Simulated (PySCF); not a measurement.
# H₂Se to SeH₆: adding ligands

Level: PBE0 in the def2-TZVP basis family, all electrons, no relativity, computed in PySCF with density fitting; open shells unrestricted.

Each entry is the lowest minimum that a search over a few typed start shapes (and spin states, where more than one is plausible) found, or that minimum re-optimised at the stated level; isomers with ligand–ligand bonds, or fragments after loss of a ligand pair, can lie lower.

| molecule | 2S+1 | point group | mean bond to Se (Å) | lowest ω (cm⁻¹) | polar-tensor charge of Se | highest ω (cm⁻¹) | dipole (D) |
| --- | --- | --- | --- | --- | --- | --- | --- |
| H₂Se | 1 | C2v | 1.467 | 1062 | -0.01 | 2469 | 0.79 |
| SeH₄ | ? | ? | ? | ? | ? | ? | ? |
| SeH₅ | 2 | C4v | 1.597 | 852 | 1.44 | 2368 | 0.48 |
| SeH₆ | 1 | Oh | 1.557 | 1113 | 1.90 | 2099 | 0.00 |

Question: Fill in the row of SeH₄.

Answer: 2S+1: 1; point group: C4v; mean bond to Se (Å): 1.545; lowest ω (cm⁻¹): 372; polar-tensor charge of Se: 0.98; highest ω (cm⁻¹): 2113; dipole (D): 0.11.

Left out of the table are members whose search was unfinished or whose lowest solution was spin-contaminated, unstable, very soft or bonded differently.
